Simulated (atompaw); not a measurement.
**Ne: one change to a PAW (atompaw) potential, before and after**

```json
{
  "Element": "neon (Ne)",
  "Generator": "atompaw 4.2.0.5",
  "Type": "PAW",
  "Functional": "LDA (PW92)",
  "Relativity": "scalar-relativistic",
  "Frozen core": "[He]",
  "Valence charge": "8",
  "Reference configuration": "2s2 2p6",
  "Partial waves": "2s (bound): rc 0.80 bohr; 2s channel at 1.35 Ry: rc 0.80 bohr; 2p (bound): rc 1.15 bohr; 2p channel at 2.35 Ry: rc 1.15 bohr",
  "Local potential": "ultrasoft scheme with l = 2 at 0 Ry, radius 1.05 bohr",
  "Core correction": "smooth core density matched at 0.60 bohr",
  "Augmentation charge": "sinc compensation charge, radius 0.95 bohr; PAW radius 1.15 bohr; waves and projectors: custom polynom vanderbiltortho"
}
```

All-electron outer shells of the reference configuration (LDA (PW92), scalar-relativistic, ld1.x):

```tsv
shell	level (eV)	outermost node (bohr)	outermost maximum (bohr)
1s	-825.79	–	0.10
2s	-36.11	0.22	0.69
2p	-13.53	–	0.62
```

Change: wave 2s channel at 1.35 Ry: rc 0.80 bohr becomes 2s channel at 1.35 Ry: rc 0.60 bohr.

Cutoffs: the cutoffs (Ry, on a coarse ladder) from which the occupation-weighted sum of valence levels, in a spherical-Bessel basis at the reference potential, stays within 10 and 1 mRy of its value at 400 Ry; they do not see the model core or the augmentation charge, which bear on the density cutoff.

Question: What does the change do?

Answer: The potential gets neither clearly harder nor softer (70 Ry and 110 Ry → 70 Ry and 100 Ry); the p channel sets the loose cutoff, while the largest relative change is in s, which becomes softer; neither file shows a bound ghost.

| quantity | base | changed |
| --- | --- | --- |
| cutoff, loose | 70 Ry | 70 Ry |
| cutoff, tight | 110 Ry | 100 Ry |
| loose cutoff by channel (10 mRy a level) | s 30 Ry, p 45 Ry | s 25 Ry, p 45 Ry |
| bound ghosts | none | none |
| s: phases at 1.15 bohr within 0.05 rad from the reference energy up to (Ry; the scan ends near 5) | to the end of the scan | to the end of the scan |
| p: phases at 1.15 bohr within 0.05 rad from the reference energy up to (Ry; the scan ends near 5) | to the end of the scan | to the end of the scan |
| lowest overlap eigenvalue by channel | s 0.66, p 0.95 | s 0.37, p 0.95 |

 The cutoffs see the waves, projectors and local potential, not the compensation charge or the core.
